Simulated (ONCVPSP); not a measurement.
molybdenum: ONCV pseudisation with PW91, scalar-relativistic reference atom.

Mo (Z = 42), optimised norm-conserving Vanderbilt (ONCV), made with ONCVPSP 4.0.1 (PW91, scalar-relativistic). Core [Ar] 3d10, reference 4s2 4p6 4d6. Waves: 4s: rc 1.20 bohr, ncon 5, nbas 8, qcut 4.8 1/bohr, 2 projectors, debl 1 Ha; 4p: rc 1.55 bohr, ncon 4, nbas 9, qcut 8.3 1/bohr, 2 projectors, debl 0.7 Ha; 4d: rc 1.90 bohr, ncon 3, nbas 8, qcut 9.7 1/bohr, 2 projectors, debl 1.2 Ha. Local part: polynomial inside 0.85 bohr (lpopt 5, dvloc0 1 Ha). Core correction: polynomial model core, fcfact 0.75.

In the s channel the program set the typed energies aside and used -2.288, 0.250 Ha. In the p channel the program set the typed energies aside and used -1.341, 0.250 Ha.

All-electron outer shells of the reference configuration (PW91, scalar-relativistic, ld1.x):

| shell | level (eV) | outermost node (bohr) | outermost maximum (bohr) |
| --- | --- | --- | --- |
| 4s | -62.27 | 0.51 | 0.99 |
| 4p | -36.50 | 0.52 | 1.08 |
| 4d | -2.35 | 0.53 | 1.40 |

(1) Estimate the cutoffs (Ha) at which the residual kinetic energy of the hardest occupied pseudo-wave falls to 1 and 0.1 mHa per electron.

(2) What does a ghost test show?

(3) Which valence shell sets the plane-wave cutoff?

Answers

(1) 103 Ha and 120 Ha.

(2) No bound ghost flagged; GHOST(+) flagged for s at 99.2 eV.

(3) 4s: 103 Ha for 1 mHa per electron, against 23 Ha for 4p.

Its largest configuration-test error is +1.0 meV (4s2 4p6 4d5 5s1). 1 of 4 tests not solved or not reliable.
